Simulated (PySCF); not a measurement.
SnI3, SMILES [I][Sn-]([I])[I], charge -1. Atoms are numbered in the order given.

```xyz
4

Sn     0.0000     0.0000     1.0502
I      2.2197    -1.2815    -0.3303
I     -2.2197    -1.2815    -0.3303
I      0.0000     2.5631    -0.3303
```
Charge -1, spin multiplicity 1.

Coordinates come from a B3LYP-D3(BJ)/def2-SVPD optimisation. The isomer is the one that the SMILES or the coordinates give; other isomers of the formula were not compared. The def2 effective core potentials stand for the cores of I, Sn; spin–orbit coupling is left out.

All values below come from PBE/def2-SVPD in PySCF.

The molecule is in vacuum.

Q: Estimate the frontier levels, gap, dipole moment and polarisability. (The exact figures need the calculation; the answer reports its results.)

A: 
highest occupied level: -2.03 eV
lowest empty level: 1.11 eV
orbital gap: 3.14 eV
dipole moment about the centre of nuclear charge: 2.13 D
mean static polarisability: 200.3 bohr³ (29.68 Å³)
polarisability, principal values: 157.8, 221.6, 221.6 bohr³
